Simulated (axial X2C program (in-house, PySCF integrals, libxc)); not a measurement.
Potential curves of GaN, two-component

Calculated with an in-house all-electron X2C program for linear molecules (integrals from PySCF). Two-component (2c) means X2C with spin–orbit coupling and atomic mean-field two-electron Coulomb and Gaunt terms. Basis: Ga dyall-cv3z [9s9p7d4f1g], N dyall-av3z [7s7p3d2f] (cores contracted in-house); Gaussian nuclei, density fitting, unrestricted open shells. Masses: Ga 68.926 u, N 14.003 u.

State: Ω = 1 (⟨Sz⟩ = 1.00, ⟨Lz⟩ = 0.00 at HF). Energies in kJ/mol from the fragments at the same level (Ga + N). Fits are polynomials in 1 − R0/R over 0.85 to 1.23 times the lowest point R0.

```
 R (Å)  CCSD(T)     CCSD
1.8236  -161.24  -152.67
1.8838  -176.39  -167.40
1.9439  -184.57  -175.18
2.0040  -187.50  -177.70
2.0741  -185.95  -175.69
2.1443  -180.50  -169.80
2.2345  -169.53  -158.34
```

Correlated methods: 8 electrons correlated (number of frozen shells: Ga 3 s, 2 p, 1 d; N 1 s), 260 virtual spin orbitals or spinors in MP2, 90 natural virtuals in coupled cluster.

Occupations by symmetry block were frozen at the best pattern of an incomplete PBE0 search. De is counted from the lowest determinant-based energies of the atoms at the same level, without counterpoise correction. Coupled cluster ran in a truncated set of natural virtual spinors; the MP2 energy of the rest was added. (T) has no such correction and the atoms are truncated less, which lowers De at CCSD(T) by a hundredth of an eV or more. PBE0 can misorder states that lie within some tenths of an eV, so this need not be the ground state of the molecule. The nearest other 2c determinant of the search, Ω = 2, lies 0.38 eV up at the distance of the search. With several unpaired electrons one determinant need not be a pure state. Open-shell Ω = 0 determinants with evenly filled partner blocks cannot be reached by this program, so the Ω shown need not be the lowest component. This is the Ω = 1 component of a π² triplet; the 0⁺ component is not one determinant and can lie lowest. The determinant is spin-polarised beyond a pure state at some levels (its spin-free form has ⟨S²⟩ too high), which makes Re and μ there less reliable. With the outer-core shells frozen, correlated bond lengths of heavy atoms tend to come out a few hundredths of an ångström too long. Coupled cluster ran on the points near the minimum only. MP2 and coupled cluster on one determinant become unreliable at the stretched end.

Fit the CCSD(T) curve near its minimum: give the equilibrium distance, the harmonic wavenumber and the well depth.

At CCSD(T), 2c: Re = 2.016 Å, ωe ≈ 501 cm⁻¹, De = 1.94 eV to Ga + N; Be follows as 0.357 cm⁻¹.

What are Re, ωe and De at the CCSD level?

At CCSD, 2c: Re = 2.009 Å, ωe ≈ 508 cm⁻¹, De = 1.84 eV to Ga + N; Be follows as 0.359 cm⁻¹.
